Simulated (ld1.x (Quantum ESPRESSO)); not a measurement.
What one change does to a pseudopotential (Ni, TM)

ld1.x (Quantum ESPRESSO) 7.5 input, shortened:

```
&input
   title='Ni', zed=28., rel=1, dft='PBE', iswitch=3,
   config='[Ar] 3d8 4s2 4p0'
 /
 &inputp
   pseudotype=2, tm=.true., lloc=1,
   nlcc=.true., new_core_ps=.true.
 /
3
4S  1  0   2.00   0.00  1.60  1.60  0.0
3D  3  2   8.00   0.00  1.60  1.60  0.0
4P  2  1   0.00   0.00  3.30  3.30  0.0
 &test
   configts(1)='3d8 4s2 4p0'
 /
```

Change: wave 4p (bound): rc 3.30 bohr becomes 4p (bound): rc 2.28 bohr.

Cutoffs: the cutoffs (Ry, on a coarse ladder) from which the occupation-weighted sum of valence levels, in a spherical-Bessel basis at the reference potential, stays within 10 and 1 mRy of its value at 400 Ry; they do not see the model core or the augmentation charge, which bear on the density cutoff. Errors are all-electron minus pseudo energies relative to the spin-unpolarised reference configuration.

**Question.** What does the change do?

**Answer.** The potential gets neither clearly harder nor softer (110 Ry and 200 Ry → 110 Ry and 200 Ry); both files keep a bound ghost (s); the number of tests with a reliable result goes from 6 to 7; of the 6 tests that both files solve, the error grows in 2 and shrinks in 0 by more than 15 % and 0.3 meV (median size 345.1 → 379.8 meV).

| quantity | base | changed |
| --- | --- | --- |
| cutoff, loose | 110 Ry | 110 Ry |
| cutoff, tight | 200 Ry | 200 Ry |
| loose cutoff by channel (10 mRy a level) | s 21 Ry, d 90 Ry | s 25 Ry, d 90 Ry |
| bound ghosts | s | s |
| tests with a reliable result | 6 of 7 | 7 of 7 |
| error for 3d8 4s1 4p0, meV [ΔE 9.32 eV] | -8.3 | -13 |
| error for 3d8 4s0 4p0, meV [ΔE 26.67 eV] | -31 | -30 |
| error for 3d7 4s0 4p0, meV [ΔE 64.14 eV] | -561 | -535 |
| error for 3d7 4s2 4p1, meV [ΔE 10.54 eV] | -431 | -501 |
| error for 3d9 4s1 4p0, meV [ΔE -1.60 eV] | -259 | -259 |
| error for 3d6 4s0 4p0, meV [ΔE 121.70 eV] | -2156 | -2099 |

 A true bound ghost makes a file unfit for plane-wave use even where its test errors are small: the radial tests pick states by their node count and pass the ghost by.
